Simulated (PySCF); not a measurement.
`C=C1C[C@H](C)[C@H](Cl)[SiH2]1`, C6H11ClSi

Molfile (atoms numbered from 1):
```
C6H11ClSi
     RDKit          3D

 19 19  0  0  0  0  0  0  0  0999 V2000
   -2.4109   -1.0648    0.9826 C   0  0  0  0  0  0  0  0  0  0  0  0
   -1.4040   -0.4063    0.4271 C   0  0  0  0  0  0  0  0  0  0  0  0
    0.0358   -0.6072    0.8240 C   0  0  0  0  0  0  0  0  0  0  0  0
    0.9346   -0.2220   -0.3554 C   0  0  2  0  0  0  0  0  0  0  0  0
    2.4112   -0.1908    0.0211 C   0  0  0  0  0  0  0  0  0  0  0  0
    0.4135    1.0971   -0.9207 C   0  0  2  0  0  0  0  0  0  0  0  0
    0.7985    2.4587    0.1831 Cl  0  0  0  0  0  0  0  0  0  0  0  0
   -1.4925    0.8954   -0.9372 Si  0  0  0  0  0  4  0  0  0  0  0  0
   -3.4318   -0.8879    0.6887 H   0  0  0  0  0  0  0  0  0  0  0  0
   -2.2614   -1.8026    1.7574 H   0  0  0  0  0  0  0  0  0  0  0  0
    0.2245   -1.6331    1.1449 H   0  0  0  0  0  0  0  0  0  0  0  0
    0.2616    0.0539    1.6661 H   0  0  0  0  0  0  0  0  0  0  0  0
    0.7905   -0.9641   -1.1519 H   0  0  0  0  0  0  0  0  0  0  0  0
    2.7333   -1.1697    0.3701 H   0  0  0  0  0  0  0  0  0  0  0  0
    3.0173    0.0866   -0.8390 H   0  0  0  0  0  0  0  0  0  0  0  0
    2.5858    0.5336    0.8129 H   0  0  0  0  0  0  0  0  0  0  0  0
    0.8984    1.3435   -1.8637 H   0  0  0  0  0  0  0  0  0  0  0  0
   -1.9373    0.3525   -2.2246 H   0  0  0  0  0  0  0  0  0  0  0  0
   -2.1768    2.1363   -0.5931 H   0  0  0  0  0  0  0  0  0  0  0  0
  1  2  2  0
  2  3  1  0
  3  4  1  0
  4  5  1  0
  4  6  1  0
  6  7  1  0
  6  8  1  0
  8  2  1  0
  1  9  1  0
  1 10  1  0
  3 11  1  0
  3 12  1  0
  4 13  1  6
  5 14  1  0
  5 15  1  0
  5 16  1  0
  6 17  1  6
  8 18  1  0
  8 19  1  0
M  END
```

Method used: PySCF, TDDFT BHandHLYP/def2-SVPD circular dichroism and optical rotation, one conformer, gas phase. Geometry: GFN2-xTB.

**Question.** Draw the ECD and absorption spectra from the lowest 12 states, each a Gaussian of half-width 0.3 eV at 1/e height.

**Answer.** 
| E (eV) | λ (nm) | Δε (L mol⁻¹ cm⁻¹) | ε (L mol⁻¹ cm⁻¹) |
| --- | --- | --- | --- |
| 5.96 | 208 | +1.65 | 89.5 |
| 6.11 | 203 | +6.55 | 504 |
| 6.26 | 198 | +14.81 | 2110 |
| 6.41 | 194 | +16.97 | 6490 |
| 6.56 | 189 | +5.72 | 13800 |
| 6.71 | 185 | -2.34 | 19500 |
| 6.86 | 181 | +9.96 | 18200 |
| 7.01 | 177 | +25.93 | 11600 |
| 7.16 | 173 | +27.14 | 5590 |
| 7.31 | 170 | +22.51 | 2670 |
| 7.46 | 166 | +20.59 | 1900 |
| 7.61 | 163 | +14.35 | 1820 |
| 7.76 | 160 | -4.89 | 2010 |
| 7.91 | 157 | -36.83 | 2590 |
| 8.06 | 154 | -64.50 | 3130 |

Δε uses R in velocity form, ε uses f in length form. Only the states computed contribute, so the short-wavelength end is incomplete.
